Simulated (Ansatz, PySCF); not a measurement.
Complex: H2O (SMILES O) (first 3 atoms) with SO2 (SMILES O=S=O); geometry from B3LYP-D3(BJ)/def2-TZVP.
(charge 0, multiplicity 1):
```xyz
6

O      0.506    -0.090     0.610
H      0.607     0.850     0.422
H     -0.363    -0.335     0.269
O     -1.175    -0.655     3.177
S      0.177    -0.172     3.298
O      0.377     1.250     3.426
```

Basis-set superposition error: the interaction energy with monomers in their own basis, and in the dimer's basis (counterpoise).

Programs: Ansatz (an electronic-structure program) with Gaussian orbitals; PySCF for 6-31G* rows, M06-2X. 

```
level                  uncorrected (meV)  counterpoise (meV)  difference
---------------------  -----------------  ------------------  ----------
HF/6-31G*                         -282.8              -209.3        73.5
HF/aug-cc-pV(D+d)Z                -170.1              -143.8        26.3
HF/aug-cc-pV(T+d)Z                -150.1              -144.4         5.8
SVWN5/def2-TZVPPD                 -348.8              -344.6         4.3
r2SCAN/def2-TZVPPD                -224.6              -221.9         2.7
B3LYP/def2-TZVPPD                 -147.6              -144.7         2.9
M06-2X/def2-TZVPPD                -238.6              -235.3         3.3
CAM-B3LYP/def2-TZVPPD             -191.0              -188.0         3.0
wB97X-V/def2-TZVPPD               -212.7              -210.1         2.5
MP2/6-31G*                        -268.1              -136.2       131.9
```

The error is largest for MP2/6-31G* (131.9 meV) and smallest for wB97X-V/def2-TZVPPD (2.5 meV).
